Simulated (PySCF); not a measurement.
## Correlation energy of K⁺ (potassium, charge +1)

[Ar], closed-shell 1S. All numbers are calculated (PySCF 2.14, no relativity, point nucleus, in def2-SVP (5s3p2d, 24 functions)). Frozen: [Ne] 3s2; 6 electrons correlated.

Total MP2 correlation energy: -39.75 mhartree.

Same-spin part -12.37 and opposite-spin part -27.38 mhartree; SCS-MP2 scales them by 1/3 and 6/5 to -36.98 mhartree.

```tsv
level	correlation energy (mhartree)
CCSD	-44.45
(T)	-0.04
CCSD(T)	-44.49
```

Diagnostics: T1 = 0.0010, D1 = 0.0014, largest double amplitude 0.023.

Problem. Is a single reference adequate?

Solution. Yes: T1 lies below 0.03 and no double amplitude reaches 0.07.
